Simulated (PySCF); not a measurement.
C4H10B, SMILES CC[B]CC, multiplicity 2. Atoms are numbered in the order given.

```xyz
15

C      2.5721    -0.0785     0.0035
C      1.0843     0.0290    -0.3347
B      0.0353    -0.0517     0.8089
C     -1.5179     0.0092     0.7132
C     -2.1455     0.0530    -0.6875
H      2.8752     0.7109     0.7090
H      2.7988    -1.0429     0.4848
H      3.2091     0.0073    -0.8917
H      0.8684     0.9854    -0.8615
H      0.7914    -0.7373    -1.0857
H     -1.8226     0.8972     1.3058
H     -1.9336    -0.8294     1.3062
H     -1.8925    -0.8491    -1.2678
H     -1.7838     0.9202    -1.2634
H     -3.2451     0.1197    -0.6476
```
Charge 0, spin multiplicity 2.

Coordinates come from a r2SCAN-D4/def2-SVP optimisation. The isomer is the one that the SMILES or the coordinates give; other isomers of the formula were not compared. The values are those of a single conformer.

Calculation: PBE0/pcH-1 in PySCF.

Unrestricted Kohn–Sham, ⟨S²⟩ = 0.752. Hyperfine tensors hold the contact and dipolar terms, without spin-orbit corrections.

Computed hyperfine couplings:
| nucleus | A(iso) (MHz) | A(iso) (G) | dipolar principal values (MHz) |
|---|---|---|---|
| 13C no. 1 | 35.4 | 12.6 | -1.7, -1.5, 3.2 |
| 13C no. 2 | 34.8 | 12.4 | -5.7, -3.5, 9.2 |
| 11B no. 3 | 310.9 | 110.9 | -41.4, -40.9, 82.2 |
| 13C no. 4 | 37.6 | 13.4 | -4.0, -3.0, 7.0 |
| 13C no. 5 | 43.1 | 15.4 | -4.0, -3.8, 7.8 |
| 1H no. 6 | -1.4 | -0.5 | -3.6, -2.2, 5.8 |
| 1H no. 7 | -1.4 | -0.5 | -3.5, -2.2, 5.7 |
| 1H no. 8 | -1.1 | -0.4 | -1.8, -1.5, 3.3 |
| 1H no. 9 | 12.3 | 4.4 | -4.8, -3.1, 7.9 |
| 1H no. 10 | 19.0 | 6.8 | -4.7, -2.8, 7.5 |
| 1H no. 11 | 1.3 | 0.4 | -5.6, -4.3, 9.9 |
| 1H no. 12 | 9.2 | 3.3 | -5.6, -4.3, 9.9 |
| 1H no. 13 | -3.2 | -1.1 | -3.2, -1.2, 4.4 |
| 1H no. 14 | -3.1 | -1.1 | -3.2, -1.2, 4.4 |
| 1H no. 15 | 9.2 | 3.3 | -2.6, -1.0, 3.6 |
